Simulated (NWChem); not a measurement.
Species: C2H3F2, doublet; SMILES C[C](F)F

Results from NWChem. Spin-unrestricted. In the optimisation the excess spin sits in a' (Cs, its own frame). Geometry: optimised at PBE0/def2-SVP, spin-unrestricted. No stability test was run on the SCF state. B3LYP is NWChem's, with the RPA form of VWN correlation. Solvent water, SMD (1 M gas to 1 M solution), gas-phase geometry. Reactions with the solvent are ignored.

Order these by “dipole in solution (D)”, lowest first: B3LYP/def2-TZVPP; B3LYP/STO-3G; B3LYP/def2-SVP.

B3LYP/STO-3G (0.90), B3LYP/def2-SVP (2.18), B3LYP/def2-TZVPP (2.42)
